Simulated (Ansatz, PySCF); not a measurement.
Reaction (SMILES): F[Si](F)(F)Br [bromo(trifluoro)silane] + 3 [SiH4] (SiH4) -> 3 F[SiH3] [fluorosilane] + [SiH3]Br [bromosilane]
Each molecule is optimised on its own at B3LYP-D3(BJ)/def2-TZVP (Ansatz, a first-principles code). Frequencies are from Ansatz or PySCF.

Property: bond separation energy (0 K, with B3LYP-D3(BJ) harmonic zero-point energies), in kJ/mol. Valence correlation only, unless marked. No spin-orbit coupling. The frozen core is the preceding noble-gas configuration, with the filled d and f shells of earlier blocks. Non-relativistic. CBS(X,Y): correlation extrapolated as X^-3; Hartree-Fock from the larger set.

CCSD(T)/CBS(def2-TZVPP,def2-QZVPP) (Ansatz) gives 61.3 kJ/mol.

### Question
Another calculation gave 51.7 kJ/mol. Which level was it?
(A) PBE0/def2-TZVPD (Ansatz)
(B) B97M-V/def2-TZVPD (Ansatz)
(C) BLYP/def2-TZVPD (Ansatz)

### Answer
C, BLYP/def2-TZVPD (Ansatz). The others give 62.6 (PBE0), 77.7 (B97M-V) kJ/mol.
